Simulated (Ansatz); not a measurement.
MgI2, relaxed as a singlet with RKS r2SCAN-D4/def2-TZVP in Ansatz, starting from the GFN2-xTB geometry. Force threshold 0.02 eV/Å.

In the def2 sets I takes a core potential; there is no spin–orbit coupling.

Start:

Cartesian coordinates in Å:
```
Mg -0.007 -0.005 0.002
I 0.739 -1.756 -1.757
I -0.732 1.761 1.754
```

| step | energy (eV) | largest force component (eV/Å) | SCF passes |
| --- | --- | --- | --- |
| 1 | -21656.1464 | 0.499 | 15 |
| 2 | -21656.1764 | 0.113 | 19 |
| 3 | -21656.1778 | 0.009 | 22 |

Force components are those of the run's own axes.

End:

```xyz
3

Mg   -0.0020   -0.0015    0.0007
I     0.7191   -1.7159   -1.7142
I    -0.7172    1.7174    1.7135
```

By distances, no bond broke or formed. The bond that changes most is Mg1–I2, from 2.59 to 2.53 Å (atoms count from 1).

No frequencies were taken in this run, so the end may be a saddle point.

Run time 4.6 s (4 threads of Arm Neoverse V1 on a shared host).
